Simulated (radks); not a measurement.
Problem. Rb4+, configuration [Ar] 3d10 4s2 4p3. All-electron calculation, scalar-relativistic Kohn-Sham, PBEsol, spin-polarised, spherical densities, finite nucleus; open shells are filled with parallel spins first (spin-orbit coupling, left out, can overturn this in heavy ions); Fermi nuclear charge, rms radius 4.2036 fm. Program: a radial shooting solver on a logarithmic mesh with Libxc functionals. Some entries of the table are withheld. Estimate them.

orbital,occ.,eigenvalue (eV),<1/r> (bohr^-1)
1s up,1,-15076.71,37.86
1s down,1,-15076.36,37.86
2s up,1,-2059.899,8.428
2s down,1,-2059.686,8.428
2p up,3,-1832.729,8.238
2p down,3,-1832.391,8.238
3s up,1,-349.9361,2.809
3s down,1,-349.4983,2.809
3p up,3,-277.0445,2.656
3p down,3,-276.5451,2.658
3d up,5,-156.3369,(1)
3d down,5,-155.7363,(2)
4s up,1,-80.0623,0.9853
4s down,1,-76.0466,0.9911
4p up,3,-62.0866,(3)
4p down,0,-58.0549,(4)

Solution. 
(1) 3d up <1/r> (bohr^-1): 2.395
(2) 3d down <1/r> (bohr^-1): 2.401
(3) 4p up <1/r> (bohr^-1): 0.8761
(4) 4p down <1/r> (bohr^-1): 0.8737
